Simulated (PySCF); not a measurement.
## Heteronuclear NMR

Geometry:
| atom | x (Å) | y (Å) | z (Å) |
| --- | --- | --- | --- |
| C1 | -3.036 | 0.959 | 0.426 |
| O2 | -1.911 | 0.136 | 0.273 |
| C3 | -1.562 | -0.089 | -1.078 |
| Si4 | -0.040 | -1.227 | -1.040 |
| O5 | 1.173 | -0.187 | -0.598 |
| C6 | 2.419 | -0.598 | -0.371 |
| C7 | 3.321 | 0.526 | 0.053 |
| O8 | 2.751 | -1.743 | -0.503 |
| H9 | -2.867 | 1.951 | -0.015 |
| H10 | -3.920 | 0.513 | -0.048 |
| H11 | -3.211 | 1.063 | 1.495 |
| H12 | -2.393 | -0.574 | -1.606 |
| H13 | -1.374 | 0.868 | -1.584 |
| H14 | -0.204 | -2.263 | -0.031 |
| H15 | 0.261 | -1.749 | -2.374 |
| H16 | 2.902 | 1.008 | 0.934 |
| H17 | 3.368 | 1.266 | -0.743 |
| H18 | 4.315 | 0.147 | 0.268 |

Theoretical values (PySCF 2.14.0 with density-fitted response routines): GFN2-xTB geometry, σ from GIAO-PBE0/pcSseg-1. Isolated molecule, no relativistic terms, fast rotation and ring inversion assumed for equivalent nuclei, one conformer.

Q: Where does $^{29}$Si resonate?

A: 
```csv
atoms,environment,σ (ppm),δ (ppm)
Si4,"silicon bonded to C, O, 2 H",370.0,-24.2
```

Shieldings were converted by a linear fit to measured shifts: $^{29}$Si: δ = 279.94 − 0.822σ (rms 8.9 ppm, 72 shifts, 25.8 ppm with the 6 outliers that the fit left out vs TMS, solution or neat liquid). A few per cent of atoms miss by over 2 rms, more outside the fitted compound classes.

On a 600 MHz spectrometer $^{29}$Si resonates near 119.2 MHz, so 1 ppm is 119.2 Hz.

Q: Predict the $^{17}$O NMR data.

A: 
```tsv
atoms	environment	σ (ppm)	δ (ppm)
O8	carbonyl oxygen	-135.3	390.0
O5	oxygen bonded to C, Si	139.2	139.9
O2	ether oxygen	331.8	-35.6
```

Shieldings were converted by a linear fit to measured shifts: $^{17}$O (scatter 10.7 ppm rms, 12.2 ppm with the 3 outliers that the fit left out vs liquid water, solution or neat liquid). Occasional misses reach two or three times the rms, and more in compound classes unlike the fitted ones.

On a 500 MHz spectrometer $^{17}$O resonates near 67.8 MHz, so 1 ppm is 67.8 Hz.
